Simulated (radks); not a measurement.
All-electron atom: the titanium ion Ti5+ in [Ne] 3s2 3p5. Method: scalar-relativistic Kohn-Sham, PBE, spin-polarised, spherical densities, finite nucleus; open shells are filled with parallel spins first; Fermi nuclear charge, rms radius 3.5921 fm; computed with a radial shooting solver on a logarithmic mesh with Libxc functionals.

Unscreened Slater integrals over Kohn-Sham orbitals (hartree). They are taken over the spin-up orbitals. Empty in this configuration: 3d.

F0(3p,3p): 0.90692
F2(3p,3p): 0.46094
F0(3p,3s): 0.92422
G1(3p,3s): 0.61779
F0(3p,2p): 1.2218
F2(3p,2p): 0.24980
G0(3p,2p): 0.099923
G2(3p,2p): 0.10394
F0(3p,3d): 0.87880
F2(3p,3d): 0.43361
G1(3p,3d): 0.53104
G3(3p,3d): 0.33048
F0(3s,3s): 0.94321
F0(3s,2p): 1.2471
G1(3s,2p): 0.10654
F0(3s,3d): 0.89602
G2(3s,3d): 0.41280
F0(2p,2p): 3.1592
F2(2p,2p): 1.4815
F0(2p,3d): 1.1464
F2(2p,3d): 0.23161
G1(2p,3d): 0.17174
G3(2p,3d): 0.097404
F0(3d,3d): 0.85857
F2(3d,3d): 0.42223
F4(3d,3d): 0.26822

Derived for the open shells (J is the average intra-shell exchange parameter used in DFT+U). 3p: J = F2/5 = 0.09219 hartree.
